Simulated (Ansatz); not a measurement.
Species: CH3ISi, SMILES `C=[SiH]I` (charge 0, multiplicity 1), formula CH₃ISi.

Question: How many basis functions does frozen-core CCSD(T)/def2-TZVPP // PBE0-D3(BJ)/def2-TZVP in Ansatz (a quantum-chemistry and plane-wave program) use, how many core orbitals are frozen, and how many electrons are correlated?

Answer: 165 basis functions and 10 frozen orbitals, which leaves 28 correlated electrons (filled d shells below the valence shell are correlated). Core time is of the order of minutes.
